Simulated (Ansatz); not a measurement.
**One elementary step**

Start structure (SiH5BrO, closed shell), relaxed at PBE0-D4/def2-TZVP:

```
atom    x (Å)    y (Å)    z (Å)
 Si1  -0.7033   0.3157  -0.9966
 Br2  -0.0043  -1.8089  -1.0185
  H3  -1.5708   0.4676  -2.1892
  H4  -1.4897   0.5418   0.2337
  H5   0.4713   1.2039  -1.0933
  H6   1.3854  -0.7279   1.1407
  O7   1.1953   0.1162   1.5611
  H8   0.7162  -0.1086   2.3621
```

The step: SiH₃Br ([SiH3][Br]) + H₂O → SiH₄O ([OH][SiH3]) + HBr; bonds formed: Si1–O7, Br2–H6; bonds broken: Si1–Br2, H6–O7. Computed with Ansatz 0.2.0 (basis: def2-TZVPP and def2-QZVPP); correlated methods freeze the cores. Filled d shells of the heavier atoms are correlated. The def2 sets are not built for correlating such inner shells, so the correlated values are less sure here. Extrapolation: Hartree–Fock as exp(−7.88 √X), correlation as X^−2.97. Energies below are by CCSD(T) at an estimated basis limit (MP2 extrapolated from triple and quadruple zeta, plus CCSD(T) − MP2 in triple zeta).

(1) What are the electronic barrier and the energy of the step, from the start structure to the end structure? (To be estimated.)

T1 diagnostic: at most 0.009.

## Answers

(1) The calculation gives: Barrier 88.1 kJ/mol; step energy 4.7 kJ/mol (uphill); reverse barrier, their difference, 83.4 kJ/mol. Barrier and step energy count from the start structure, the reverse barrier from the end structure.

The saddle point: One imaginary mode of 201i cm⁻¹.
| pair | start (Å) | saddle (Å) | end (Å) |
| --- | --- | --- | --- |
| Si1–O7 | 3.19 | 1.93 | 1.66 |
| Br2–H6 | 2.79 | 2.22 | 1.44 |
| Si1–Br2 | 2.24 | 2.51 | 4.50 |
| H6–O7 | 0.96 | 0.99 | 1.87 |

Zero-point energy (harmonic, PBE0-D4): ZPE is 129.1 kJ/mol at the start and 133.6 kJ/mol at the saddle, so the barrier goes from 88.1 to 92.6 kJ/mol.

The step is the kind of ligand exchange by which a precursor binds to a hydroxyl group, or is hydrolysed, in atomic layer deposition of oxides.

Labels in which every atom is bracketed show which atoms are joined, not bond orders.

For scale, one of the runs: CCSD(T)/def2-TZVPP, 191 basis functions, launched by `ansatz run in.yaml --threads 4 --pin off --events-out ev --progress --plain --max-ram 9574MiB`. Time: 50 s of wall clock on 4 CPU threads of an Arm Neoverse V2; the host was shared. Peak host memory: 2.1 GiB.
